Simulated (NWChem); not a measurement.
Species: CaF cation; SMILES [F][Ca+]

```xyz
2

Ca     0.0000     0.0000    -0.6158
F      0.0000     0.0000     1.3651
```
Atoms are numbered in this order, from 1.

Structure relaxed at the B3LYP/6-31G* (spherical d) level.

Task: List the 4 lowest vertical singlet excitations and the 4 lowest triplet ones from PBE/def2-SVP, full TDDFT (NWChem).

Result: 
| state | energy (eV) | oscillator strength | leading excitation (squared amplitude) |
|---|---|---|---|
| S1 | 4.67 | 0.007 | HOMO → LUMO (1.00) |
| S2 | 4.67 | 0.007 | HOMO−1 → LUMO (1.00) |
| S3 | 4.96 | 0.006 | HOMO−2 → LUMO (1.00) |
| S4 | 5.49 | 0.000 | HOMO−1 → LUMO+1 (0.50) |
| T1 | 4.62 | spin-forbidden | HOMO → LUMO (0.63) |
| T2 | 4.62 | spin-forbidden | HOMO−1 → LUMO (0.63) |
| T3 | 4.86 | spin-forbidden | HOMO−2 → LUMO (1.00) |
| T4 | 5.47 | spin-forbidden | HOMO−1 → LUMO+1 (0.32) |
